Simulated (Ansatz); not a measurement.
C$_{2}$H$_{6}$AlF$_{3}$O, SMILES `C[O+](C)[Al-]([F])([F])[F]` at its PBE0-D4/def2-TZVP geometry, where that method's forces vanish. Charge 0, multiplicity 1.

```tsv
atom	x (Å)	y (Å)	z (Å)
C1	-0.523	1.042	-0.897
O2	0.212	0.010	-0.230
C3	1.209	0.497	0.673
Al4	-0.678	-1.616	0.187
F5	0.617	-2.554	0.611
F6	-1.438	-1.907	-1.252
F7	-1.660	-1.144	1.434
H8	-1.066	1.642	-0.164
H9	-1.216	0.548	-1.574
H10	0.177	1.663	-1.458
H11	1.716	-0.374	1.083
H12	0.737	1.075	1.470
H13	1.913	1.117	0.117
```

Q: For each bond, give half the difference of the two atoms' forces along it (eV/Å; positive pushes the atoms apart) under PBE-D4, r2SCAN-D4, B3LYP-D4, ωB97M-V in def2-TZVPP. (An estimate is asked.)

A: Ansatz gave: 
```csv
bond,length (Å),PBE-D4,r2SCAN-D4,B3LYP-D4,ωB97M-V
C1–O2,1.431,0.21,0.28,0.27,0.20
C1–H8,1.092,0.08,-0.06,-0.08,-0.09
C1–H9,1.088,0.08,-0.07,-0.13,-0.10
C1–H10,1.091,0.08,-0.06,-0.09,-0.09
O2–C3,1.431,0.21,0.28,0.27,0.20
O2–Al4,1.900,-0.09,-0.17,-0.12,-0.08
C3–H11,1.088,0.08,-0.07,-0.13,-0.10
C3–H12,1.092,0.08,-0.06,-0.08,-0.09
C3–H13,1.091,0.08,-0.06,-0.09,-0.09
Al4–F5,1.654,0.25,0.02,0.06,0.06
Al4–F6,1.654,0.25,0.02,0.06,0.06
Al4–F7,1.656,0.25,0.02,0.08,0.07
```

B3LYP here is the variant with VWN-RPA as its local correlation; programs differ in this.
